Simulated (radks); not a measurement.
Results of a calculation; reference values are marked as such.
Task: These are the eigenvalues of the occupied orbitals of an atom or ion with whole-number occupations (eV). Level of theory: Dirac Kohn-Sham, PBE, spin-unpolarised, spherical densities, finite nucleus; Fermi nuclear charge, rms radius of each element as measured or else 0.836 A^(1/3) + 0.57 fm (a radial shooting solver on a logarithmic mesh with Libxc functionals).

orbital  eigenvalue
1s1/2     -44987.67
2s1/2     -7322.149
2p1/2     -6934.929
2p3/2     -6374.699
3s1/2     -1606.839
3p1/2     -1440.761
3p3/2     -1328.104
3d3/2     -1039.403
3d5/2     -1014.988
4s1/2     -329.9029
4p1/2     -266.7103
4p3/2     -242.1361
4d3/2     -138.2055
4d5/2     -133.8391
5s1/2      -54.9699
5p1/2      -38.0707
5p3/2      -34.7683
4f5/2      -15.4461
4f7/2      -14.9716

Which element is it, and in what charge state? The configuration may be excited. Open shells, if any, are shared by 2j + 1.

Result: Z = 61, promethium, charge +2: Pm2+ in [Xe] 4f5. The list shows which subshells hold electrons but not how many an open one holds; the 1s level, -1653.3 hartree, gives Z - s = 57.5 by -(Z - s)^2/2, which with screening and relativity narrows Z to a few neighbours, and the depths of the outer levels then fix element, charge and occupations together.
